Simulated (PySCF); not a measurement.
# How methods differ on the ionisation energy of C⁺

C⁺ [He] 2s2 2p1 (2P) → C²⁺ [He] 2s2 (1S), as a difference of total energies. All numbers are calculated (PySCF 2.14, scalar relativity by spin-free X2C-1e, in dyall-acv3z (15s9p4d2f, 76 functions)). Correlated levels: valence: 1s2 frozen; valence and next inner shell: nothing frozen; virtual orbitals above 40 to 60 times the deepest correlated orbital energy dropped. The calculations carry no spin-orbit coupling.

```csv
method,ionisation energy (eV),plus first-order spin-orbit estimate,error of that sum (eV)
UHF,24.168,24.173,-0.210
LDA,24.773,24.778,+0.395
PBE,24.853,24.858,+0.475
PBE0,24.834,24.839,+0.456
r2SCAN,25.000,25.005,+0.622
HSE06,24.855,24.860,+0.477
BLYP,24.920,24.926,+0.543
B97-3,24.813,24.818,+0.435
M06,24.661,24.666,+0.283
MP2 (valence),24.381,24.386,+0.003
SCS-MP2 (valence),24.337,24.343,-0.040
MP2 (valence and next inner shell),24.405,24.410,+0.027
SCS-MP2 (valence and next inner shell),24.349,24.354,-0.029
```

Reference: 24.383 eV (measured; NIST Atomic Spectra Database, ionization energies).

A first-order spin-orbit estimate (lowest level to lowest level, LS coupling) adds 0.005 eV.

Errors of the correlated levels include the incompleteness of this basis and the frozen core.
